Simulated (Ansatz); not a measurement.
Molecule: C$_{2}$H$_{7}$Ge, charge -1, multiplicity 1. It need not be the lowest isomer of its formula. Whether it binds its extra electron was not tested at this geometry. 
Structure (B3LYP-D3(BJ)/def2-TZVP (Ansatz, a quantum-chemistry and plane-wave program) minimum search):
```xyz
10

C     -1.7837    -0.4564    -0.0171
Ge    -0.0573     0.3028    -0.0575
C      1.6811    -0.7422     0.2263
H     -1.9182    -1.2085    -0.8033
H     -2.0161    -0.8921     0.9618
H      0.2623     1.0048    -1.4327
H      0.1266     1.4437     1.0153
H      1.6658    -1.2177     1.2113
H      2.5658    -0.0981     0.1599
H      1.7623    -1.5296    -0.5286
```
Charge -1, spin multiplicity 1.

Basis-set convergence of Hartree-Fock and MP2 correlation energies (hartree) with Ansatz. Valence correlation only, unless marked. No spin-orbit coupling. The frozen core is the preceding noble-gas configuration, with the filled d and f shells of earlier blocks. Non-relativistic.

| basis | functions | E(HF) | E(corr, MP2) |
|---|---|---|---|
| aug-cc-pVDZ | 145 | -2155.08128 | -0.43620 |
| aug-cc-pVTZ | 312 | -2155.17631 | -0.51719 |
| aug-cc-pVQZ | 575 | -2155.18445 | -0.54350 |

Extrapolating the two largest sets (X = 3 and 4) as X^-3: E(corr) = (64·(-0.54350) - 27·(-0.51719))/37 = -0.5627 Eh, an estimate of the basis-set limit. The largest set recovers 96.6 % of it, the smallest 77.5 %.
